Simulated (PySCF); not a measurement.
**Static response to an electric field**

Species: BMe2(CN), C₃H₆BN.
Cartesian coordinates in Å at the PBE0-D3(BJ)/def2-SVP level; atoms count from 1:
```xyz
11
C3H6BN angstrom
B     -0.1095   -0.2082    0.0061
C      1.4487   -0.2855   -0.0210
H      1.7540   -0.4819    1.0265
H      1.9343    0.6517   -0.3274
H      1.8412   -1.1305   -0.6060
C     -0.9283    1.1201    0.0110
H     -1.2607    1.2703   -1.0359
H     -0.3370    2.0034    0.2906
H     -1.8506    1.0709    0.6088
C     -0.9012   -1.5485    0.0312
N     -1.4927   -2.5473    0.0470
```

Level: B3LYP/def2-SVPD (PySCF), static field, nuclei fixed, core orbitals frozen in the response. The polarisability tensor in these axes (au):

```
x   58.54  5.36  0.37
y    5.36 64.41 -0.65
z    0.37 -0.65 42.80
```

Task: Give the principal values, the mean and the anisotropy Δα = √{½[(α1 − α2)² + (α2 − α3)² + (α1 − α3)²]}.

Result: Principal values 42.76, 55.39 and 67.60 au; mean 55.25 au = 8.19 Å³ = 9.11 × 10⁻⁴⁰ C²·m²/J; Δα = 21.51 au (39 % of the mean).

Task: What is the dipole moment, and where does it point?

Result: (1.89, 3.20, -0.06) D, 3.72 D in size, pointing from the negative to the positive side. Measured along this direction, the outermost atoms are N11 at the negative end and H4 and H8 at the positive end.

Task: Rayleigh depolarisation ratio (linearly polarised light, static tensor)?

Result: ρ = 3Δα²/(45ᾱ² + 4Δα²) = 1387.8/(137369 + 1850.4) = 0.00997.

Task: What would n − 1 = 2πNα be for an ideal gas of these molecules at 298.15 K and 1 atm, electronic part alone?

Result: N = p/kT = 2.4615 × 10¹⁹ cm⁻³, so n − 1 = 2π × N × 8.19 × 10⁻²⁴ cm³ = 1266 × 10⁻⁶ at long wavelengths.

Task: In TDDFT the mean static polarisability is Σ f/ω² over all singlet excitations (ω in hartree). How much of it do the 10 lowest give? Their energies (eV) and oscillator strengths: 5.14, 0.0001; 6.09, 0.0070; 6.26, 0.0004; 6.50, 0.0754; 7.23, 0.0032; 7.91, 0.0005; 7.96, 0.1410; 8.07, 0.0497; 8.23, 0.0004; 8.67, 0.0290.

Result: They add up to 4.03 au, 7.3 % of the 55.25 au; the largest single term is 1.65 au, from the state at 7.96 eV. Terms in order: 0.00, 0.14, 0.01, 1.32, 0.05, 0.01, 1.65, 0.56, 0.00, 0.29 au. Higher excitations give the rest. The strengths listed sum to 0.307.

Geometry: PBE0-D3(BJ)/def2-SVP; no solvent, vibrations or thermal averaging.
